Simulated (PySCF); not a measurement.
Computed Raman spectrum (relative Raman activity) of a molecule C₃H₉In. Coordinates come from a r2SCAN-D4/def2-SVP optimisation. The def2 effective core potentials stand for the cores of In; spin–orbit coupling is left out. The values are those of a single conformer. These are r2SCAN-D4/def2-SVP (PySCF) values and carry that method's errors. Frequencies are harmonic and unscaled.

Lines under 2 % of the strongest are left out, and lines within 2 cm⁻¹ are merged.

ν (cm⁻¹): 220 (vw), 326 (vw), 427 (w), 477 (m), 517 (w), 713 (vw), 955 (vw), 1044 (w), 1165 (w), 1179 (m), 1388 (w), 1425 (w), 1430 (w), 1469 (w), 1478 (w), 1722 (vs), 3008 (vs), 3025 (s), 3036 (vs), 3074 (s), 3090 (s), 3115 (m), 3140 (s), 3161 (s) (against the strongest line: vs over 80 %, s over 45 %, m over 15 %, w over 4 %, vw less)

Task: Identify the compound among the candidates.
A. C[CH](C)[InH2]
B. CC[CH2][InH2]
C. [CH3][In]([CH3])[CH3]
D. C[CH2][InH][CH3]

Result: D, C[CH2][InH][CH3]
